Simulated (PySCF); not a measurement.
ClTl, charge -1, doublet, at a GFN2-xTB geometry (such geometries of metal compounds can be far from the true shape) (a state made from the parent by changing its charge; the spin is typed, not shown lowest) (core potentials on Tl). Base run: PySCF with HF/def2-SVP.

Here is a job for PySCF.
```python
from pyscf import gto, scf

mol = gto.M(
    atom='''
Tl   -0.00000000   -0.00000000   -0.47641043
Cl    0.00000000    0.00000000    2.26995558
''',
    basis='def2-svp',
    ecp={'Tl': 'def2-svp'},
    charge=-1,
    spin=1,
    verbose=4,
)

mf = scf.UHF(mol)
mf.kernel()
mf.analyze()
```

Each row names what was changed in the base input (with any setting that the change needs).

```tsv
change	ΔE vs base (µEh)	SCF cycles	<S^2>
base	0.0	12	0.758
conv_tol_grad = 1e-7	0.0	14	0.758
diis = off; damp = 0.3 (with mf.diis_start_cycle = 200; with mf.max_cycle = 150)	0.0	20	0.758
init_guess = mod_huckel	0.0	11	0.758
level_shift = 0.3 (with mf.max_cycle = 100)	0.0	15	0.758
DIIS = ADIIS	0.0	16	0.758
level_shift = 0.1 (with mf.max_cycle = 100)	0.0	13	0.758
diis_space = 4	0.0	13	0.758
diis_space = 12	0.0	12	0.758
conv_tol = 1e-4	0.8	6	0.758
solver = newton	0.0	-	0.758
conv_tol = 1e-6	0.0	8	0.758
init_guess = atom	0.0	11	0.758
```

Open shells are given as the SCF converged; they aren't shown to be the lowest states, and a large step between rows can be another state.
